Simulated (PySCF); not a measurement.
**Broadened absorption spectrum of C6H5F2N**

Compound: C6H5F2N.
InChI=1S/C6H5F2N/c1-6(8,5-7)3-2-4-9/h5H2,1H3/t6-/m1/s1

Computed with TDDFT PBE0/def2-SVPD, vertical, gas phase, core orbitals frozen in the response in PySCF. One conformer (not necessarily the lowest) at the GFN2-xTB geometry, without solvent, vibrations or thermal averaging. Torsions of this conformer, `[CH3:1][C@@:2]([F:3])([C:4]#[C:5][C:6]#[N:7])[CH2:8][F:9]`: C1–C2–C8–F9 -58°.

Each state is given a Gaussian of 0.5 eV full width at half maximum, with ε(max) = 2.175×10⁸ f / Δν̃ (Δν̃ the width in cm⁻¹). The width is an assumption, not a result. The curve ends short of the highest state used, and states not computed would add to its high-energy end.

λ (nm), ε (L mol⁻¹ cm⁻¹) and a bar:
```
    174.5       2532 ##############################
    178.6        682 ########
    182.8        185 ##
    186.9         43 #
    191.0          7 
    195.2          1 
    199.3          0 
    203.4          1 
    207.6          5 
    211.7         15 
    215.9         30 
    220.0         48 #
    224.1         62 #
    228.3         65 #
    232.4         59 #
    236.6         48 #
    240.7         38 
    244.8         31 
    249.0         25 
    253.1         21 
    257.2         16 
    261.4         11 
    265.5          7 
    269.7          4 
    273.8          2 
    277.9          1 
    282.1          1 
    286.2          0 
    290.3          0 
    294.5          0
```

**Question.** Locate the maxima and give the states behind the curve.

**Answer.** 228 nm (5.45 eV), ε about 66, made up of S2 (54%) and S3 (44%) (ε in L mol⁻¹ cm⁻¹; maxima over ε = 5, shares over 10%). At its high-energy end, 7.11 eV, the curve is still rising (ε about 2600, from S4 and S6). The states used: S1 4.96 eV (f 0.0003); S2 5.38 eV (f 0.0007); S3 5.55 eV (f 0.0006); S4 7.12 eV (f 0.011); S5 7.55 eV (f 0.0047); S6 7.57 eV (f 0.379); S7 7.65 eV (f 0.0069); S8 7.71 eV (f 0.0069).

**Question.** On this curve, what absorbance would a 10⁻⁴ mol/L sample give at 193 nm over a 1 cm path?

**Answer.** 193 nm is 6.424 eV, where ε is about 2.6 L mol⁻¹ cm⁻¹, so A = ε c l ≈ 0.00026 (Beer–Lambert, with the gas-phase spectrum and the assumed width).

**Question.** Coming from long wavelengths, where does ε first pass 100 L mol⁻¹ cm⁻¹?

**Answer.** At about 185 nm (6.72 eV), 1.76 eV above S1.

**Question.** What would ε be at 5.45 eV, the highest of these maxima, with half the width (0.25 eV)?

**Answer.** About 102 L mol⁻¹ cm⁻¹ against 65.6, a factor of about 1.6; a lone state at its own centre would give exactly 2.
